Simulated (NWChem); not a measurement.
CCl₂, singlet; SMILES Cl[C]Cl

```xyz
3

Cl     1.4217     0.0000    -0.1693
C      0.0000     0.0000     0.8468
Cl    -1.4217     0.0000    -0.1693
```
Atoms are numbered in this order, from 1.

All runs: NWChem. Low-valent species are run as closed-shell singlets; no triplet was tried in these runs. The geometry was optimised at PBE-D3(BJ)/def2-SVP. Solvent water, SMD (1 M gas to 1 M solution), gas-phase geometry.

```json
[
 {"level": "PBE0/STO-3G", "basis functions": "23", "solvation free energy (kcal/mol)": "2.7", "cavity-dispersion-structure term (kcal/mol)": "3.8", "dipole in solution (D)": "0.29"},
 {"level": "PBE0/def2-SVP", "basis functions": "50", "solvation free energy (kcal/mol)": "2.2", "cavity-dispersion-structure term (kcal/mol)": "3.8", "dipole in solution (D)": "1.56"},
 {"level": "PBE0/def2-SVPD", "basis functions": "74", "solvation free energy (kcal/mol)": "2.5", "cavity-dispersion-structure term (kcal/mol)": "3.8", "dipole in solution (D)": "1.37"},
 {"level": "PBE0/def2-TZVP", "basis functions": "105", "solvation free energy (kcal/mol)": "2.6", "cavity-dispersion-structure term (kcal/mol)": "3.8", "dipole in solution (D)": "1.36"},
 {"level": "PBE0/def2-TZVPD", "basis functions": "129", "solvation free energy (kcal/mol)": "2.7", "cavity-dispersion-structure term (kcal/mol)": "3.8", "dipole in solution (D)": "___"},
 {"level": "PBE0/def2-TZVPP", "basis functions": "115", "solvation free energy (kcal/mol)": "2.6", "cavity-dispersion-structure term (kcal/mol)": "3.8", "dipole in solution (D)": "1.36"}
]
```

### Question
Fill in the missing entries.

### Answer

- PBE0/def2-TZVPD, dipole in solution (D): 1.29
